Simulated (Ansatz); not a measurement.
A nudged elastic band was laid between two geometries of CHBSe (4 atoms, charge 0, multiplicity 1).

All numbers below come from Ansatz 0.2.0, RKS PBE/def2-SVP.

| Item | Value |
| --- | --- |
| movable images | 9 |
| climbing image | yes |
| spring | 0.5 eV/Å² |
| optimiser | quadratic models (default) |
| start path | through a guess of the saddle point |
| force threshold | 0.05 eV/Å |
| iteration limit | 60 |
| end points | relaxed |

Initial state:

```xyz
4
Properties=species:S:1:pos:R:3
B -0.314 0.676 -0.370
C 0.209 -0.457 0.257
Se 0.864 -1.863 1.019
H -0.759 1.643 -0.906
```

Final state:

```xyz
4
Properties=species:S:1:pos:R:3
B -0.791 0.124 1.051
C -0.054 0.310 -0.243
Se 0.717 -1.227 0.408
H 0.128 0.793 -1.216
```

Question: What changes between the two ends?

Answer: Bonds broken: B1–H4. Bonds formed: B1–Se3, C2–H4.

Question: What energy profile does the band end with?

Answer: It converged. The highest image is number 5 of 0 to 10, 1.74 eV above the first end and 0.89 eV above the last; the last end lies 0.85 eV above the first. Another band between the same ends (9 images) ends at a top of the same energy, where a vibrational analysis finds 1 clearly imaginary mode. The orbitals stay closed-shell, which can raise the energy where a bond breaks towards radicals; this wasn't checked here.

```json
{"image": "0", "path coordinate (Å)": "0.00", "energy (eV)": "0.00", "B1–H4 (Å)": "1.19", "B1–Se3 (Å)": "3.13", "C2–H4 (Å)": "2.59"}
{"image": "1", "path coordinate (Å)": "0.38", "energy (eV)": "0.11", "B1–H4 (Å)": "1.19", "B1–Se3 (Å)": "3.10", "C2–H4 (Å)": "2.54"}
{"image": "2", "path coordinate (Å)": "0.75", "energy (eV)": "0.41", "B1–H4 (Å)": "1.19", "B1–Se3 (Å)": "3.06", "C2–H4 (Å)": "2.39"}
{"image": "3", "path coordinate (Å)": "1.14", "energy (eV)": "0.85", "B1–H4 (Å)": "1.20", "B1–Se3 (Å)": "3.04", "C2–H4 (Å)": "2.14"}
{"image": "4", "path coordinate (Å)": "1.52", "energy (eV)": "1.40", "B1–H4 (Å)": "1.25", "B1–Se3 (Å)": "3.06", "C2–H4 (Å)": "1.80"}
{"image": "5", "path coordinate (Å)": "1.90", "energy (eV)": "1.74", "B1–H4 (Å)": "1.39", "B1–Se3 (Å)": "3.10", "C2–H4 (Å)": "1.39"}
{"image": "6", "path coordinate (Å)": "2.23", "energy (eV)": "1.62", "B1–H4 (Å)": "1.72", "B1–Se3 (Å)": "3.11", "C2–H4 (Å)": "1.17"}
{"image": "7", "path coordinate (Å)": "2.55", "energy (eV)": "1.48", "B1–H4 (Å)": "2.06", "B1–Se3 (Å)": "3.03", "C2–H4 (Å)": "1.12"}
{"image": "8", "path coordinate (Å)": "2.87", "energy (eV)": "1.28", "B1–H4 (Å)": "2.30", "B1–Se3 (Å)": "2.81", "C2–H4 (Å)": "1.10"}
{"image": "9", "path coordinate (Å)": "3.20", "energy (eV)": "1.01", "B1–H4 (Å)": "2.46", "B1–Se3 (Å)": "2.49", "C2–H4 (Å)": "1.10"}
{"image": "10", "path coordinate (Å)": "3.53", "energy (eV)": "0.85", "B1–H4 (Å)": "2.54", "B1–Se3 (Å)": "2.12", "C2–H4 (Å)": "1.10"}
```

Question: What is the geometry of the highest image?

Answer: 
```xyz
4
Properties=species:S:1:pos:R:3:forces:R:3
B -0.936 0.959 0.064 0.00 0.00 -0.01
C 0.195 0.048 0.352 0.00 0.00 -0.02
Se 0.748 -1.607 0.491 0.00 -0.02 0.01
H -0.008 0.600 -0.907 -0.01 0.02 0.01
```

The run took 2.3 min on 1 thread of Intel(R) Xeon(R) Platinum 8488C (Sapphire Rapids), on a shared host, peak memory 0.15 GiB.
